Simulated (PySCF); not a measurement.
BiF3 (SMILES [F][Bi]([F])[F]), singlet, geometry from GFN2-xTB (such geometries of metal compounds can be far from the true shape) (core potentials on Bi); X3LYP/def2-SV(P) in PySCF.

Here is a job for PySCF.
```python
from pyscf import gto, scf, dft

mol = gto.Mole()
mol.atom = '''
    Bi    0.002834   -0.004030    0.273107
    F    -1.352636   -1.009807   -0.840693
    F    -0.221867    1.687162   -0.812624
    F     1.548371   -0.640186   -0.865338
'''
mol.basis = 'def2-sv(p)'
mol.ecp = {'Bi': 'def2-sv(p)'}
mol.charge = 0
mol.spin = 0
mol.verbose = 4
mol.build()

mf = dft.RKS(mol)
mf.xc = 'x3lyp'
mf.kernel()
mf.analyze()
```

Question: Write the output that PySCF gives for this input, abridged.

Answer: 
```
PySCF version 2.14.0

[INPUT] verbose = 4
[INPUT] num. atoms = 4
[INPUT] num. electrons = 50
[INPUT] charge = 0
[INPUT] spin (= nelec alpha-beta = 2S) = 0
[INPUT] symmetry False subgroup None
[INPUT] Mole.unit = angstrom
[INPUT] Symbol           X                Y                Z      unit          X                Y                Z       unit  Magmom
[INPUT]  1 Bi     0.002834000000  -0.004030000000   0.273107000000 AA    0.005355483837  -0.007615596282   0.516097432702 Bohr   0.0
[INPUT]  2 F     -1.352636000000  -1.009807000000  -0.840693000000 AA   -2.556111586227  -1.908258668669  -1.588679524839 Bohr   0.0
[INPUT]  3 F     -0.221867000000   1.687162000000  -0.812624000000 AA   -0.419267866079   3.188274107773  -1.535636802249 Bohr   0.0
[INPUT]  4 F      1.548371000000  -0.640186000000  -0.865338000000 AA    2.925997129219  -1.209776208781  -1.635251825179 Bohr   0.0

nuclear repulsion = 206.471865242966
number of shells = 28
number of NR pGTOs = 133
number of NR cGTOs = 68
basis = def2-sv(p)
ecp = {'Bi': 'def2-sv(p)'}

******** <class 'pyscf.dft.rks.RKS'> ********
method = RKS
initial guess = minao
damping factor = 0
level_shift factor = 0
DIIS = <class 'pyscf.scf.diis.CDIIS'>
diis_start_cycle = 1
diis_space = 8
diis_damp = 0
SCF conv_tol = 1e-09
SCF conv_tol_grad = None
SCF max_cycles = 50
direct_scf = True
direct_scf_tol = 1e-13
XC library pyscf.dft.libxc version 7.1.2
    S. Lehtola, C. Steigemann, M. J. T. Oliveira, and M. A. L. Marques,  SoftwareX 7, 1–5 (2018)
XC functionals = x3lyp
    X. Xu and W. A. Goddard,  Proc. Natl. Acad. Sci. U. S. A. 101, 2673 (2004)
radial grids:
    Treutler-Ahlrichs [JCP 102, 346 (1995); DOI:10.1063/1.469408] (M4) radial grids

becke partition: Becke, JCP 88, 2547 (1988); DOI:10.1063/1.454033
pruning grids: <function nwchem_prune>
grids dens level: 3
symmetrized grids: False
atomic radii adjust function: <function treutler_atomic_radii_adjust>
small_rho_cutoff = 0
Set gradient conv threshold to 3.16228e-05
Initial guess from minao.
tot grids = 66232
init E= -487.19827638564
  HOMO = -0.890713129620357  LUMO = -0.682624670251114  gap/eV = 5.66238
cycle= 1 E= -513.384523524021  delta_E= -26.2  |g|= 1.58  |ddm|= 12.9
  HOMO = -0.246843116523394  LUMO = 0.033613698196322  gap/eV = 7.63162
cycle= 2 E= -513.701995699288  delta_E= -0.317  |g|= 1.01  |ddm|= 4.78
  HOMO = -0.332296336785871  LUMO = -0.0684303181865369  gap/eV = 7.18016
cycle= 3 E= -513.88413132253  delta_E= -0.182  |g|= 0.303  |ddm|= 1.71
  HOMO = -0.357842483880905  LUMO = -0.0706803882083845  gap/eV = 7.81408
cycle= 4 E= -513.897333084497  delta_E= -0.0132  |g|= 0.116  |ddm|= 0.275
  HOMO = -0.350814042079181  LUMO = -0.0713835896059461  gap/eV = 7.60369
cycle= 5 E= -513.899805643405  delta_E= -0.00247  |g|= 0.00912  |ddm|= 0.0942
  HOMO = -0.351189567852989  LUMO = -0.0709073531202569  gap/eV = 7.62687
cycle= 6 E= -513.899827515462  delta_E= -2.19e-05  |g|= 0.000629  |ddm|= 0.0112
  HOMO = -0.351260415607936  LUMO = -0.0709164705423852  gap/eV = 7.62855
cycle= 7 E= -513.899827599908  delta_E= -8.44e-08  |g|= 0.00014  |ddm|= 0.00075
  HOMO = -0.351263805523539  LUMO = -0.0709304659797245  gap/eV = 7.62826
cycle= 8 E= -513.899827604964  delta_E= -5.06e-09  |g|= 9.9e-06  |ddm|= 0.000179
  HOMO = -0.351263336826191  LUMO = -0.0709301731642651  gap/eV = 7.62825
cycle= 9 E= -513.899827604987  delta_E= -2.22e-11  |g|= 7.29e-06  |ddm|= 1.67e-05
  HOMO = -0.351263217453687  LUMO = -0.0709300484376371  gap/eV = 7.62825
Extra cycle  E= -513.899827604954  delta_E= 3.27e-11  |g|= 1.5e-05  |ddm|= 1.56e-05
converged SCF energy = -513.899827604954
**** SCF Summaries ****
Total Energy =                        -513.899827604953771
Nuclear Repulsion Energy =             206.471865242966459
One-electron Energy =                -1203.838276319600027
Two-electron Energy =                  483.466583471679826
Two-electron Coulomb Energy =          532.055134398091468
DFT Exchange-Correlation Energy =      -48.588550926411628
HOMO-LUMO gap [eV] =                     7.628254076305629
**** MO energy ****
MO #1   energy= -24.6799871715189  occ= 2
MO #2   energy= -24.6799164608355  occ= 2
MO #3   energy= -24.679905466212   occ= 2
MO #4   energy= -6.07415882559412  occ= 2
MO #5   energy= -3.80428686971601  occ= 2
MO #6   energy= -3.80428642975254  occ= 2
MO #7   energy= -3.80076661604037  occ= 2
MO #8   energy= -1.18526833101538  occ= 2
MO #9   energy= -1.1852667938814   occ= 2
MO #10  energy= -1.15018017768859  occ= 2
MO #11  energy= -1.15018007175613  occ= 2
MO #12  energy= -1.14777770135336  occ= 2
MO #13  energy= -1.12159660989067  occ= 2
MO #14  energy= -1.06640376080822  occ= 2
MO #15  energy= -1.0664010258945   occ= 2
MO #16  energy= -0.639291703344046 occ= 2
MO #17  energy= -0.431638395140573 occ= 2
MO #18  energy= -0.431633020323058 occ= 2
MO #19  energy= -0.415375859218977 occ= 2
MO #20  energy= -0.386365527256883 occ= 2
MO #21  energy= -0.386364712268937 occ= 2
MO #22  energy= -0.374659684931702 occ= 2
MO #23  energy= -0.374656262656873 occ= 2
MO #24  energy= -0.371524942868149 occ= 2
MO #25  energy= -0.351263217453687 occ= 2
MO #26  energy= -0.0709300484376371 occ= 0
MO #27  energy= -0.0709283395612628 occ= 0
MO #28  energy= -0.0325029191279462 occ= 0
MO #29  energy= 0.196121308721324  occ= 0
MO #30  energy= 0.260680067894952  occ= 0
MO #31  energy= 0.260687318443957  occ= 0
MO #32  energy= 0.264848888309496  occ= 0
MO #33  energy= 0.355757883533731  occ= 0
Dipole moment(X, Y, Z, Debye):  0.05713, -0.08132,  5.50686
```
